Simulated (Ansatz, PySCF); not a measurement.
Species: sulfur hexafluoride, SF6 (charge 0, singlet). 
Geometry from a B3LYP-D3(BJ)/def2-TZVP (Ansatz, a program for electronic structure) optimisation:
SMILES: FS(F)(F)(F)(F)F
```xyz
7

F      0.6290    -0.4582    -1.3732
S      0.0000     0.0000     0.0000
F      1.2744    -0.5348     0.7623
F     -0.6866    -1.4125     0.1568
F     -1.2744     0.5348    -0.7623
F      0.6866     1.4125    -0.1568
F     -0.6290     0.4582     1.3732
```

Total electronic energies in hartree. Cores are frozen in the correlated levels unless marked. Spin-orbit coupling is left out. Non-relativistic. CBS(X,Y): correlation extrapolated as X^-3; Hartree-Fock from the larger set. The bracket is a focal-point correction in the basis named.

```csv
level,program,energy (Eh)
HF/aug-cc-pV(Q+d)Z,Ansatz,-994.37595
revPBE/def2-TZVPD,Ansatz,-997.20051
r2SCAN/def2-TZVPD,PySCF,-997.23419
B97M-V/def2-TZVPD,Ansatz,-997.16916
BHLYP/def2-TZVPD,Ansatz,-997.24710
CAM-B3LYP-D4/def2-TZVPD,Ansatz + dftd4,-997.37338
MP2/aug-cc-pV(D+d)Z,Ansatz,-995.53762
CCSD/cc-pwCVTZ,Ansatz,-996.08678
"RI-MP2/CBS(cc-pV(T+d)Z,cc-pV(Q+d)Z)+[CCSD(T)-MP2]/cc-pV(T+d)Z",Ansatz,-996.4399
```

Totals of different functionals don't rank their quality; only differences between species are comparable.
